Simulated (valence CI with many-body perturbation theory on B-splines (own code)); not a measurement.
Results of a calculation; reference values are marked as such.
Run record, Lu LVIII

Level of theory: valence CI with perturbative core correlation (CI+MBPT): four valence electrons over a frozen Dirac-Fock core [Ne], radial functions for each j: 11 s, 11 p, 9 d, 7 f, 5 g, 2 h, 1 i, with the one-electron correlation potential Σ1 (screened to all orders), the two-electron term Σ2, the three-electron term Σ3, Breit, model QED; selected single and double excitations, second order for the rest (own B-spline code, finite nucleus).

Command, and the settings that its task file holds:

```sh
python run_cv.py task.json out
```

```
atom Lu  Z=71  mass_number=175  rms_radius_fm=5.3700
core [Ne]
valence 3s2 3p2
avg = 1
basis = L
breit = 1
cap = 40000
capref = 1200
cscale = 1
de = 0.0
dress = 0
eps = 2e-08
h = 0.27
hh = 1
l2 = 3
lcore = 6
maxit = 60
n2 = 5
natural = 1
nlev = 60
nno = [7, 7, 6, 5, 4, 2, 1]
nroot = 26
nsp = [4, 4, 3, 2, 1, 0, 0]
pt2 = 1
qed = 1
rpa = 1
s1 = 1
s2 = 1
s3 = 1
screen = 1
tol = 2e-05
```

Task: Roughly how long does this run take on one core of Arm Neoverse V2, and how much memory?

Result: 2.8 min on 1 thread of Arm Neoverse V2 (shared host), peak memory 1.1 GiB.

Log. The first blocks belong to the next ion, which gives the ionisation energy. Fields: 2J, parity (1 odd), roots, reference size, generating configurations, candidates as configurations/state functions, variational space P, stored matrix elements, Davidson steps; e2 is the range of second-order energies in hartree. The first line gives the box (bohr), its intervals, the orbitals and the steps of their self-consistent field. Window is the range of levels sought, series limit the energy at which the first omitted orbital would enter, core excitation an estimate of the first excitation out of the core, left out the lowest levels not solved, and shifts from estimates the range by which levels moved from their first estimate, all in cm⁻¹.

```
rmax 2.0 intervals 55 orbitals 81 references ['3s2 3p2', '3s2 3p 3d', '3s 3p3', '3s 3p2 3d', '3s2 3d2'] scf 3 t 0.8
2J=1 par=1 roots 2 ref 37 generators 5 cand 5262/7988 P 1924/2858 nnz 1.5e+06 it 5
2J=1 par=1 roots 2 ref 37 generators 7 cand 3368/5167 P 2517/3789 nnz 2.3e+06 it 4
   second order: generators 10 cand 3990/6191 e2 -0.00001 -0.00001
reference levels 670, estimated 182, window 8533653 1/cm; series limit 36686152, core excitation 61487315
2J=0 par=0 roots 8 ref 39 generators 16 cand 15025/26355 P 5120/8000 nnz 4.3e+06 it 7
2J=0 par=0 roots 8 ref 39 generators 19 cand 11676/20894 P 10061/16945 nnz 1.7e+07 it 7
   second order: generators 27 cand 16878/34535 e2 -0.00003 -0.00000
2J=2 par=0 roots 10 ref 69 generators 11 cand 16290/66942 P 2523/8000 nnz 6e+06 it 7
2J=2 par=0 roots 10 ref 69 generators 17 cand 17466/70942 P 9858/39013 nnz 1e+08 it 9
   second order: generators 24 cand 24144/126021 e2 -0.00008 -0.00002
2J=4 par=0 roots 16 ref 97 generators 22 cand 20882/110827 P 2474/8000 nnz 6.1e+06 it 7
2J=4 par=0 roots 16 ref 97 generators 26 cand 19301/105418 P 9070/39998 nnz 1e+08 it 8
   second order: generators 36 cand 27067/202090 e2 -0.00052 -0.00014
2J=4 par=1 roots 9 ref 83 generators 17 cand 20893/110538 P 2362/7998 nnz 6.4e+06 it 5
2J=4 par=1 roots 9 ref 83 generators 20 cand 19274/105118 P 9350/39989 nnz 1.1e+08 it 5
   second order: generators 29 cand 20872/134192 e2 -0.00020 -0.00003
2J=2 par=1 roots 8 ref 72 generators 17 cand 19146/76724 P 2858/7999 nnz 6e+06 it 6
2J=2 par=1 roots 8 ref 72 generators 21 cand 17262/71295 P 9791/33879 nnz 7.3e+07 it 7
   second order: generators 28 cand 18848/94853 e2 -0.00012 -0.00002
2J=6 par=1 roots 5 ref 67 generators 13 cand 21124/123216 P 2470/7997 nnz 6e+06 it 5
2J=6 par=1 roots 5 ref 67 generators 18 cand 19447/117784 P 9164/39996 nnz 1.1e+08 it 5
   second order: generators 26 cand 22899/190180 e2 -0.00024 -0.00006
2J=6 par=0 roots 10 ref 70 generators 11 cand 19647/117680 P 1964/7996 nnz 6.8e+06 it 7
2J=6 par=0 roots 10 ref 70 generators 14 cand 19875/117510 P 7599/39999 nnz 1.1e+08 it 8
   second order: generators 21 cand 25792/204577 e2 -0.00054 -0.00020
2J=0 par=1 roots 3 ref 28 generators 7 cand 14945/25999 P 5010/8000 nnz 5.2e+06 it 5
2J=0 par=1 roots 3 ref 28 generators 12 cand 11615/20526 P 7025/11488 nnz 9.2e+06 it 5
   second order: generators 16 cand 13398/24497 e2 -0.00004 -0.00001
2J=8 par=1 roots 2 ref 41 generators 5 cand 17218/99379 P 2004/7990 nnz 7.3e+06 it 5
2J=8 par=1 roots 2 ref 41 generators 12 cand 18802/111238 P 6363/28935 nnz 6.9e+07 it 6
   second order: generators 16 cand 18813/129906 e2 -0.00019 -0.00005
2J=8 par=0 roots 6 ref 51 generators 11 cand 18557/111958 P 2415/8000 nnz 6.4e+06 it 5
2J=8 par=0 roots 6 ref 51 generators 15 cand 18500/111423 P 8126/40000 nnz 1.2e+08 it 8
   second order: generators 25 cand 25765/219045 e2 -0.00020 -0.00007
2J=10 par=0 roots 2 ref 19 generators 2 cand 8328/46741 P 1987/7999 nnz 9.5e+06 it 4
2J=10 par=0 roots 2 ref 19 generators 9 cand 15239/90369 P 4817/23288 nnz 6.3e+07 it 5
   second order: generators 9 cand 12409/75080 e2 -0.00008 -0.00006
left out: unestimated 12368676, estimated 9207500, shifts from estimates -9 to 156
operators 0.7
```

The Davidson iterations converged.

No measured spectrum was set against this ion. As an estimate, large intervals hold to a few tenths of a per cent, small ones and those within an open d or f shell to about a per cent.

- Valence energy: -911.1854 hartree
- Ionisation energy: 5939.2 eV (NIST: 5937 ± 6 eV (theoretical))
- Reference configurations for the orbitals: 3s2 3p2, 3s2 3p 3d, 3s 3p3, 3s 3p2 3d, 3s2 3d2
- Radial orbitals: 81
- Box radius: 1.976 bohr
- Largest variational space: 40000
- Lowest levels: (3s^2 3p1/2^2) J=0 0.00, (3s^2 3p1/2 3p3/2) J=1 284.05, (3s^2 3p1/2 3p3/2) J=2 292.96, (3s 3p1/2^2 3p3/2) J=2 441.68, (3s 3p1/2^2 3p3/2) J=1 468.34, (3s^2 3p1/2 3d3/2) J=2 493.03, (3s^2 3p1/2 3d3/2) J=1 533.89, (3s^2 3p1/2 3d5/2) J=2 578.10, (3s^2 3p1/2 3d5/2) J=3 579.04, (3s^2 3p3/2^2) J=2 583.69, (3s^2 3p3/2^2) J=0 603.09, (3s 3p1/2^2 3d3/2) J=1 654.54, (3s 3p1/2^2 3d3/2) J=2 661.40, (3s 3p1/2 3p3/2^2) J=2 [a] 718.49 eV

Levels are named by their leading jj configuration (3d3/2^4 stands for four electrons in 3d with j = 3/2), which in mixed levels can hold well under half, so a name can repeat and another be missing. Letters in brackets count levels of one name in rising energy.
